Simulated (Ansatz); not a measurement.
A search over several starts for the lowest SCF solution of the cluster SnF3⁻ at the given spin, in a small basis.

```yaml
crystal:
  periodic: [false, false, false]
  atoms:
    - {symbol: Sn, position_ang: [0.555734, 0.550393, 0.035467]}
    - {symbol: F, position_ang: [-0.598138, 0.126055, 1.656536]}
    - {symbol: F, position_ang: [-0.982258, 0.703574, -1.287731]}
    - {symbol: F, position_ang: [1.024663, -1.380031, -0.404272]}
basis:
  gaussian: {orbitals: def2-SVP}
total_charge: -1
magnetization: {spin_polarized: true, initial_magnetization: 0}
hamiltonian: {xc: pbe0, dispersion: d4}
output: {orbitals: {seedname: orbitals}}
```

```sh
$ ansatz run in.yaml --threads 4 --pin off --events-out ev --progress --plain --max-ram 3916MiB
```

It prints (some lines left out):

```
Functional definition: PBE0
720 factors; integrals over basis functions are off by at most 1.8e-4 eV
mean field evaluation 1: about -13972.1347 eV, gradient 1.0e1 eV
mean field evaluation 2: about -13971.8190 eV, gradient 1.5e1 eV
mean field evaluation 4: about -13972.5630 eV, gradient 2.3e-1 eV
mean field evaluation 8: about -13972.6371 eV, gradient 1.8e-2 eV
mean field -13972.63706352 eV, -513.4849410909 hartree, gradient 2.0e-5 eV, S^2 0.000000; 0 other end points of the search recorded, 0 dependent functions left out
reference -13972.63708845 eV, -513.4849420071 hartree; 25, 25 occupied and 43, 43 virtual orbitals, 720 factors
Total energy: -13972.70204507 eV, -513.4873291189 hartree
```

Run time 0.95 s (4 threads of Arm Neoverse V1 on a shared host).

In the def2 sets Sn takes a core potential; there is no spin–orbit coupling. The structure comes from a short search, and lower isomers may exist.
